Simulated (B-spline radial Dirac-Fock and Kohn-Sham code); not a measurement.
K-line shifts caused by a second vacancy in Re⁺

System: the Re⁺ ion, configuration [Xe] 4f14 5d5 6s1.

Calculated with a B-spline atomic structure program, using Dirac-Fock energy differences between relaxed states, corrected for Breit and QED terms. Each two-hole energy is an average over J within one jj subconfiguration, not an observable level; in light atoms, where LS coupling holds, the j-resolved values are not observed lines, and for a K spectator the Kα1 hypersatellite is nearly forbidden. Correlation and solid-state effects are left out.

Lines without a spectator: Kα2 (K-L2) 59713.2 eV, Kα1 (K-L3) 61136.7 eV, Kβ3 (K-M2) 68987.2 eV, Kβ1 (K-M3) 69300.1 eV. Shifts in eV with one spectator hole (a dash: not computed, or left out as unreliable):

```
spectator hole      Kα2      Kα1      Kβ3      Kβ1
        K (1s)  +1001.4  +1079.4  +1297.0  +1315.1
    L2 (2p1/2)   +128.4   +173.6        –   +328.5
    L3 (2p3/2)    +95.7   +105.5   +245.1        –
    M2 (3p1/2)        –   +27.56    +52.6    +62.4
    M3 (3p3/2)   +14.78        –    +44.2    +44.8
    M4 (3d3/2)    +4.95    +1.57        –        –
    M5 (3d5/2)    -0.52    +3.61        –        –
```
